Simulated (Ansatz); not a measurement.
Ansatz (a first-principles code) job for OsO2, SMILES [O]=[Os]=[O] (connectivity only; charge and spin as stated), neutral, multiplicity 3, PBE-D3(BJ)/def2-TZVP. 

Ansatz 0.2 input:
```yaml
crystal:
  periodic: [false, false, false]
  atoms:
    - {symbol: Os, position_ang: [0.00000000, 0.00000000, 0.11883256]}
    - {symbol: O, position_ang: [0.00000000, 1.54895622, -0.56445466]}
    - {symbol: O, position_ang: [0.00000000, -1.54895623, -0.56445466]}
basis:
  gaussian:
    orbitals: def2-TZVP
hamiltonian:
  xc: pbe
  dispersion: d3bj
magnetization: {spin_polarized: true, initial_magnetization: 2}
relax: {f_tol: 0.002, max_steps: 200}
```

Program output:

```
WARN ansatz: RAYON_NUM_THREADS=1 ignored (pool sized by the plan → 1); use --threads N
Functional definition: PBE
integrals: 0.02 GiB planned
654 factors; their error is unknown
mean field: 0.29 GiB planned
mean field evaluation 1: about -6545.5496 eV, gradient 6.6e1 eV
mean field evaluation 2: about -6309.6942 eV, gradient 2.2e2 eV
mean field evaluation 4: about -6559.1373 eV, gradient 1.7e1 eV
mean field evaluation 8: about -6560.3836 eV, gradient 1.1e-1 eV
mean field evaluation 16: about -6560.3817 eV, gradient 1.9e-4 eV
mean field evaluation 32: about -6560.3817 eV, gradient 5.9e-4 eV
mean field -6560.38171906 eV, -241.0895813891 hartree, gradient 1.2e-5 eV, S^2 2.004300; 5 other end points of the search recorded, 0 dependent functions left out
the calculation of the forces begins
reference -6560.38175753 eV, -241.0895828027 hartree; 17, 15 occupied and 85, 87 virtual orbitals, 654 factors
relax step   1: F+E_penalty+E_count = -6560.42188354 eV  Δ(F+E_penalty+E_count) = +0.000e0 eV  max|allowed force component| = 6.834e-1 eV/Å  Δτ_max = 0.0000 Å  (154 SCF iters, accepted)
these checks for a lower state are left out or cut short: starts, cluster_reference, orbital_swaps, neighbouring_geometries, increment
integrals: 0.02 GiB planned
654 factors; their error is unknown
mean field: 0.29 GiB planned
mean field evaluation 64: about -6560.3899 eV, gradient 1.5e-5 eV
mean field -6560.38988219 eV, -241.0898813785 hartree, gradient 2.2e-5 eV, S^2 2.004359; 0 other end points of the search recorded, 0 dependent functions left out
the calculation of the forces begins
reference -6560.38992055 eV, -241.0898827882 hartree; 17, 15 occupied and 85, 87 virtual orbitals, 654 factors
relax step   2: F+E_penalty+E_count = -6560.43002614 eV  Δ(F+E_penalty+E_count) = -8.143e-3 eV  max|allowed force component| = 4.785e-2 eV/Å  Δτ_max = 0.0128 Å  (40 SCF iters, accepted)
these checks for a lower state are left out or cut short: starts, cluster_reference, orbital_swaps, neighbouring_geometries, increment
integrals: 0.02 GiB planned
654 factors; their error is unknown
mean field: 0.29 GiB planned
mean field -6560.39002633 eV, -241.0898866757 hartree, gradient 1.7e-5 eV, S^2 2.004340; 0 other end points of the search recorded, 0 dependent functions left out
the calculation of the forces begins
reference -6560.39006468 eV, -241.0898880848 hartree; 17, 15 occupied and 85, 87 virtual orbitals, 654 factors
relax step   3: F+E_penalty+E_count = -6560.43018403 eV  Δ(F+E_penalty+E_count) = -1.579e-4 eV  max|allowed force component| = 1.684e-2 eV/Å  Δτ_max = 0.0031 Å  (37 SCF iters, accepted)
these checks for a lower state are left out or cut short: starts, cluster_reference, orbital_swaps, neighbouring_geometries, increment
integrals: 0.02 GiB planned
654 factors; their error is unknown
mean field: 0.29 GiB planned
mean field -6560.39003993 eV, -241.0898871753 hartree, gradient 1.5e-5 eV, S^2 2.004325; 0 other end points of the search recorded, 0 dependent functions left out
the calculation of the forces begins
reference -6560.39007827 eV, -241.0898885842 hartree; 17, 15 occupied and 85, 87 virtual orbitals, 654 factors
relax step   4: F+E_penalty+E_count = -6560.43020735 eV  Δ(F+E_penalty+E_count) = -2.332e-5 eV  max|allowed force component| = 8.186e-4 eV/Å  Δτ_max = 0.0015 Å  (38 SCF iters, accepted)
integrals: 0.02 GiB planned
654 factors; their error is unknown
mean field: 0.29 GiB planned
mean field evaluation 96: about -6560.3919 eV, gradient 1.4e-1 eV
mean field evaluation 128: about -6560.0184 eV, gradient 5.0e-1 eV
mean field -6560.39003993 eV, -241.0898871753 hartree, gradient 1.9e-5 eV, S^2 2.004325; 6 other end points of the search recorded, 0 dependent functions left out
the calculation of the forces begins
reference -6560.39007827 eV, -241.0898885842 hartree; 17, 15 occupied and 85, 87 virtual orbitals, 654 factors
Total energy: -6560.43024569 eV, -241.0913647098 hartree
Atom 0 at    -0.000000     0.000000     0.136107 Å, force     0.000000    -0.000000     0.000819 eV/Å
Atom 1 at     0.000000     1.547894    -0.573092 Å, force    -0.000000     0.000700    -0.000409 eV/Å
Atom 2 at     0.000000    -1.547894    -0.573092 Å, force    -0.000000    -0.000700    -0.000409 eV/Å
Dipole moment:    -0.000000     0.000000     0.366601 e Å
```

The run converged.

Cost: around 22 core-seconds (rough).
